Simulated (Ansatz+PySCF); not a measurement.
Two shapes of singlet CuNH₃(+).

Shape 1:

```xyz
5

N     0.0000    0.0000   -1.4161
H     0.9449    0.0000   -1.8120
H    -0.4725    0.8183   -1.8120
H    -0.4725   -0.8183   -1.8120
Cu    0.0000    0.0000    0.5293
```

Shape 2:

```xyz
5

N     0.0000    0.0000   -1.5294
H     1.0205    0.0000   -1.9570
H    -0.5103    0.8838   -1.9570
H    -0.5103   -0.8838   -1.9570
Cu    0.0000    0.0000    0.5716
```

Basis set: def2-SVP (spherical functions). Left uncorrelated: 6 orbitals. Charge 1, multiplicity 1.

Computed with Ansatz (development build ahead of 0.2.0); each method stands on the lowest determinant of its kind that the runs found.

**Question.** Which shape is lower in energy, and by how much in each method?

**Answer.**

```csv
method,E(2) − E(1) (eV)
UHF,0.472
UHF-MP2,0.432
RHF-CCSD,0.395
UHF-CCSD,0.395
UHF-CCSD(T),0.385
```

Shape 1 is lower.
